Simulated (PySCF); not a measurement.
Species: C6H10Si2 (charge -1 and doublet state).
Numbering: `[SiH3:1][C:2]1=[CH:3][CH:4]=[C:5]([SiH3:6])[CH-:7][CH:8]1` (hydrogens: H9, H10, H11 on Si1; H12 on C3; H13 on C4; H14, H15, H16 on Si6; H17 on C7; H18 on C8)

The geometry is computed with GFN2-xTB (gas phase). This method treats the open shell by occupation alone, without spin polarisation.

(1) What internal coordinates does the optimisation give?

Answers

(1) 
```
                   bond  length (bohr)
         Si1–C2, C5–Si6          3.462
 C2=C3 and 3 like bonds          2.691
           C3–C4, C7–C8          2.571
        Si1–H9, Si6–H16          2.793
       Si1–H10, Si6–H14          2.814
       Si1–H11, Si6–H15          2.838
C3–H12 and 3 like bonds          2.055
```

Bonds in one row agree within 0.02 bohr and their mean is given. A selection of angles:
```
      angle  degrees
  C2–Si1–H9    111.5
 C2–Si1–H10    113.7
 C2–Si1–H11    118.1
 H9–Si1–H10    107.3
 H9–Si1–H11    103.8
H10–Si1–H11    101.4
  Si1–C2–C3    123.2
  Si1–C2–C8    121.6
   C3–C2–C8    115.1
   C2–C3–C4    122.4
  C2–C3–H12    118.0
  C4–C3–H12    119.6
```

Torsions: Si1–C2–C3–C4 -178° (antiperiplanar); C2–C3–C4–C5 1° (synperiplanar); C3–C4–C5–Si6 -178° (antiperiplanar); C4–C5–C7–C8 1° (synperiplanar); C5–C7–C8–C2 -1° (synperiplanar); Si1–C2–C8–C7 178° (antiperiplanar). The mirror-image conformer, all signs reversed, is as good.

The C–C distances run from 1.361 Å (C3–C4, drawn single in a drawing that doesn't fit all lengths) to 1.424 Å (C2=C3, drawn double in a drawing that doesn't fit all lengths), a spread of 0.063 Å. The 6-membered ring C2–C3–C4–C5–C7–C8 has internal angles of 115.1° to 122.4° (sum 720°, against 720° for a flat polygon); it is planar, 0.00 Å rms from its mean plane, widest ring torsion 1°. C3 (carbon bonded to 2 C and H) is planar (angles 122.4°, 119.6° and 118.0°, sum 360.0°, 0.00 Å off the plane of its three neighbours). The 8 heavy atoms lie in one plane (0.015 Å rms). Si1 (silicon bonded to C and 3 H) is distorted tetrahedral (angles from 101.4° to 118.1°). C2 (carbon bonded to 2 C and Si) is planar (angles 123.2°, 121.6° and 115.1°, sum 359.9°, 0.02 Å off the plane of its three neighbours).

Point group: C2 (tolerance 0.08 Å). Stationary, but not proved a minimum. Whether the extra electron is bound in the gas phase wasn't checked; a finite basis holds it in any case.
